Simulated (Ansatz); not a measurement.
Two isomers of C3H6Si: A = `[SiH3]C1C=C1`, B = `C=C=C[SiH3]`.

Calculated with Ansatz (gas phase, PBE0-D4/def2-TZVP geometries, no zero-point term in ΔE). CBS: MP2 limit from def2 TZ/QZ plus the TZ coupled-cluster correction, frozen cores. Functionals use def2-TZVPP. B3LYP here is the variant with VWN-RPA as its local correlation; programs differ in this.

A:

```xyz
10

Si   -1.4404   -0.0458   -0.2200
C     0.2509   -0.1935    0.5623
C     1.4942   -0.4530   -0.2633
C     1.3864    0.7397    0.1957
H    -2.1261   -1.3677   -0.2818
H    -2.3180    0.8758    0.5559
H    -1.2936    0.4841   -1.6035
H     0.2513   -0.5868    1.5843
H     2.0305   -1.1944   -0.8297
H     1.7648    1.7417    0.3001
```

B:

```xyz
10

C    -1.504   -1.073    1.187
C    -0.513   -0.837    0.379
C     0.474   -0.561   -0.423
Si    0.991    1.196   -0.756
H    -2.522   -1.139    0.818
H    -1.338   -1.216    2.249
H     1.002   -1.383   -0.904
H     0.869    1.504   -2.206
H     2.414    1.396   -0.370
H     0.127    2.113    0.026
```

Which is lower in electronic energy at CCSD(T)/CBS, and by how much? (Estimate.)

Computed: B, by 26.9 kcal/mol.

Give E(B) − E(A) in kcal/mol with B3LYP, MP2/def2-TZVPP, BLYP-D4, PBE0-D4, HF/def2-TZVPP, ωB97M-V, B2PLYP. (Best estimate.)

Ansatz gave: B3LYP -31.3, MP2/def2-TZVPP -24.9, BLYP-D4 -32.3, PBE0-D4 -26.1, HF/def2-TZVPP -31.7, ωB97M-V -27.0, B2PLYP -29.4. None reverses the order clearly.

Does the order hold for the free energy at 298.15 K (harmonic terms from PBE0-D4)? (Best estimate.)

Ansatz gave: Yes: G(B) − G(A) = -27.1 kcal/mol.

Largest T1 diagnostic: 0.012.

From r2SCAN to r2SCAN0 (25 % exact exchange), in def2-TZVPP and without D4, E(B) − E(A) moves by +1.7 kcal/mol. At CCSD(T), def2-SVP lies +1.8 kcal/mol from the extrapolated value and def2-TZVPP −0.5 kcal/mol.
